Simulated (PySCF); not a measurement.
Compound: InMe2(CCH), C₄H₇In.
Bonds: In1–C2, In1–C6, In1–C10, C10–C11. Hydrogens: H3, H4, H5 on C2; H7, H8, H9 on C6; H12 on C11.

A GFN2-xTB structure was refined with PBE0-D3(BJ)/def2-SVP geometry optimisation, gas phase, def2 core potentials past Kr in PySCF 2.14.0. Its GFN2-xTB values:

| coordinate | GFN2-xTB |
| --- | --- |
| In1–C2 | 2.154 Å |
| In1–C6 | 2.351 Å |
| In1–C10 | 2.142 Å |
| C2–H3 | 1.061 Å |
| C10–C11 | 1.217 Å |
| C11–H12 | 1.026 Å |
| In1–C10–C11 | 178.0° |
| C2–In1–C6 | 122.8° |
| C2–In1–C10 | 122.0° |

Q: How do these coordinates change at the PBE0-D3(BJ)/def2-SVP level?

A: 
```csv
coordinate,PBE0-D3(BJ)/def2-SVP (Å or °),change
In1–C6,2.158,-0.193
C11–H12,1.076,+0.050
C2–H3,1.101,+0.040
In1–C10,2.126,-0.016
C10–C11,1.222,+0.005
In1–C2,2.158,+0.004
C2–In1–C10,116.7,-5.3
C2–In1–C6,126.7,+3.9
In1–C10–C11,179.7,+1.7
```

The energy falls by 34.4 kJ/mol over 7 energy and gradient evaluations, the largest force component goes from 0.0458 to 2.8e-04 Eh/bohr, and the atoms move by 0.081 Å rms after alignment. The bond that changes most is In1–C6 (ends: indium bonded to 3 C; carbon bonded to In and 3 H), which shortens by 0.193 Å. Bonds longer at the end by more than 0.005 Å: 5 of 11; shorter: 3. Rotational constants go from 3888, 2065, 1371 to 4068, 2148, 1431 MHz.

The run used 117 basis functions and 48 SCF cycles in all. On one thread, Intel Xeon Platinum 8488C (x86_64), shared host with 192 logical CPUs at a one-minute load of 64, this took 43 s wall and 0.48 GiB of memory at its peak.

Whether it is a minimum is left open (no frequencies).
